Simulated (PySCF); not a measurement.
PySCF input:

```python
from pyscf import gto, scf, dft

mol = gto.M(
    atom='''
    Se   -0.00124381    0.05708994    0.00093953
    H    -1.02995211   -0.99348070   -0.01282780
    H     1.07224155   -0.94757714   -0.01911605
    ''',
    basis='def2-tzvpd',
    charge=0,
    spin=2,
    verbose=4,
)

mf = dft.UKS(mol, xc='m062x').density_fit(auxbasis='def2-universal-jkfit')
mf.grids.level = 4
mf.conv_tol = 1e-9
mf.max_cycle = 100
mf.max_memory = 1500
mf.kernel()
if not mf.converged:
    mf = mf.newton()
    mf.kernel(mf.make_rdm1())
for _ in range(2):
    mo, _, stable, _ = mf.stability(return_status=True)
    if stable:
        break
    mf.kernel(mf.make_rdm1(mo, mf.mo_occ))
mf.analyze()
```

Question: Predict the final energy.

Answer: -2402.58441 Eh (M06-2X/def2-TZVPD).

This state (charge 0, triplet) is run at the relaxed geometry of the species with charge 0 and multiplicity 1, and is a spin state other than that species' own.
